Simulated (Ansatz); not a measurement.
Breaking a bond: Si(Me)(OEt)2(H), SMILES CCO[SiH](C)OCC, singlet. The Si1–O15 bond (Si1 also carries C, H, O; O15 carries C) is varied alone, starting from the PBE0/def2-SVP optimised geometry.

Computed with: RKS-PBE = restricted PBE/def2-SVP in Ansatz (a first-principles code); UKS-PBE = unrestricted PBE/def2-SVP run with Ansatz; RKS-B3LYP = restricted B3LYP/def2-SVP run with Ansatz; UKS-PBE0 = unrestricted PBE0/def2-SVP run with Ansatz.

Energies relative to the lowest point of each curve near equilibrium, in mEh; the last columns give the difference from UKS-PBE0:

```csv
R / Å,RKS-PBE,UKS-PBE,RKS-B3LYP,UKS-PBE0,RKS-PBE − UKS-PBE0,UKS-PBE − UKS-PBE0,RKS-B3LYP − UKS-PBE0
1.37,92.1,92.1,88.3,86.5,5.6,5.6,1.8
1.47,34.4,34.4,32.0,30.8,3.7,3.7,1.2
1.57,7.7,7.7,6.6,6.0,1.7,1.7,0.6
1.61,2.8,2.8,2.2,1.8,1.0,1.0,0.3
1.66,0.0,0.0,0.0,0.0,0.0,0.0,0.0
1.72,0.4,0.4,1.2,1.6,-1.2,-1.2,-0.4
1.79,4.7,4.7,6.3,7.2,-2.5,-2.5,-0.9
1.86,11.8,11.8,14.3,15.6,-3.8,-3.8,-1.3
2.02,33.4,33.4,37.9,40.3,-6.9,-6.9,-2.4
2.20,60.5,60.5,67.1,70.7,-10.3,-10.3,-3.6
2.43,92.2,92.2,101.6,106.7,-14.5,-14.5,-5.1
2.76,128.0,128.0,140.9,147.0,-19.0,-19.0,-6.1
3.07,152.0,150.8,168.0,166.2,-14.2,-15.4,1.7
3.49,174.2,166.6,193.7,177.9,-3.7,-11.4,15.8
4.12,193.4,176.7,217.3,183.9,9.5,-7.3,33.3
4.80,203.5,180.7,230.6,185.2,18.4,-4.4,45.4
```

RKS-PBE is furthest from UKS-PBE0 at 2.76 (-19.0 mEh, below); its mean absolute difference over the points is 7.2 mEh.

UKS-PBE is furthest from UKS-PBE0 at 2.76 (-19.0 mEh, below); its mean absolute difference over the points is 6.8 mEh.

RKS-B3LYP is furthest from UKS-PBE0 at 4.80 (45.4 mEh, above); its mean absolute difference over the points is 7.5 mEh.

The restricted form behind RKS-PBE, RKS-B3LYP keeps the bonding electrons paired and can't separate into open-shell fragments. The unrestricted determinant behind UKS-PBE is spin-contaminated at 3.07 to 4.80 Å (<S²> up to 0.9, against 0.00 for a pure singlet). The unrestricted determinant behind UKS-PBE0 is spin-contaminated at 2.76 to 4.80 Å (<S²> up to 1.0, against 0.00 for a pure singlet).
